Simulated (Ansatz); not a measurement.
Total energies of `[SiH3]N[SiH2]Cl`.

| atom | x (Å) | y (Å) | z (Å) |
| --- | --- | --- | --- |
| Si1 | 1.3472 | -0.4108 | 0.7056 |
| N2 | -0.3493 | -0.0823 | 0.5645 |
| Si3 | -1.2282 | 0.2544 | -0.8611 |
| Cl4 | -1.1484 | 2.2417 | -1.4169 |
| H5 | 1.8456 | -0.6650 | -0.6683 |
| H6 | 2.0946 | 0.7280 | 1.3026 |
| H7 | 1.5761 | -1.6044 | 1.5618 |
| H8 | -0.8396 | 0.1024 | 1.4293 |
| H9 | -0.6389 | -0.5143 | -1.9767 |
| H10 | -2.6592 | -0.0496 | -0.6409 |

Total charge 0; spin multiplicity 1. The structure was optimised at the PBE0-D4/def2-TZVP level. It is one conformer, not always the lowest. Basis def2-TZVPP, Ansatz.

RPA on PBE orbitals: Hartree–Fock energy of these orbitals -1095.42240 Eh, correlation -1.14140 Eh (frozen core).

| functional | energy without D4 (Eh) | D4 term (kJ/mol) |
| --- | --- | --- |
| BHLYP | -1097.67450 | -31.2 |
| ωB97M-V | -1097.60615 | – |

Q: Give the same for LDA (SPW92), PBE, revPBE, BLYP, r2SCAN, B97M-V, PBE0, B3LYP, r2SCANh, r2SCAN0, HSE06 (plane-wave form), CAM-B3LYP, LC-ωPBE, ωB97X-V, B2PLYP, PBE-QIDH. (An estimate is asked.)

A: The calculation gave: 
| functional | energy without D4 (Eh) | D4 term (kJ/mol) |
| --- | --- | --- |
| LDA (SPW92) | -1093.39567 | – |
| PBE | -1097.13024 | -23.9 |
| revPBE | -1097.46849 | -67.0 |
| BLYP | -1097.66105 | -51.8 |
| r2SCAN | -1097.58591 | -5.8 |
| B97M-V | -1097.42586 | – |
| PBE0 | -1097.23631 | -20.3 |
| B3LYP | -1097.76499 | -38.7 |
| r2SCANh | -1097.57948 | -6.2 |
| r2SCAN0 | -1097.57079 | -6.9 |
| HSE06 (plane-wave form) | -1097.21204 | -19.1 |
| CAM-B3LYP | -1097.70488 | -20.9 |
| LC-ωPBE | -1097.36432 | – |
| ωB97X-V | -1097.52729 | – |
| B2PLYP | -1097.28563 | – |
| PBE-QIDH | -1096.98184 | – |

B3LYP takes the VWN-RPA correlation (the form of Gaussian; ORCA's B3LYP/G). HSE06 is the plane-wave form, built on full-range PBE exchange. The double hybrids freeze the cores in their second-order part.

LC-ωPBE has ω = 0.4 bohr⁻¹.
